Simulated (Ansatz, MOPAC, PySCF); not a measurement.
System: SiBr2Cl, net charge 0, doublet state. SMILES: Cl[Si](Br)Br
Geometry: optimised at B3LYP-D3(BJ)/def2-TZVP (Ansatz, a first-principles code).

Unscaled harmonic wavenumbers (cm⁻¹) in rising order, each level at the stationary point that it reaches from this structure (no distance between atoms moves by over 0.3 Å); the order of modes can differ between levels, and a negative number is imaginary. B3LYP-D3(BJ)/def2-TZVP (PySCF, at the structure above): 105, 128, 183, 354, 452, 539.

PM7 (MOPAC): 110, 133, 169, 334, 572, 641. Zero-point energy 2.8 against 2.5 kcal/mol; where all levels lie over 400 cm⁻¹, the wavenumbers are on average 1.227 times those of B3LYP-D3(BJ)/def2-TZVP.

HF/6-31G* with LANL2DZ past Ar (Ansatz): 117, 143, 202, 377, 479, 594. Zero-point energy 2.7 against 2.5 kcal/mol; where all levels lie over 400 cm⁻¹, the wavenumbers are on average 1.080 times those of B3LYP-D3(BJ)/def2-TZVP.
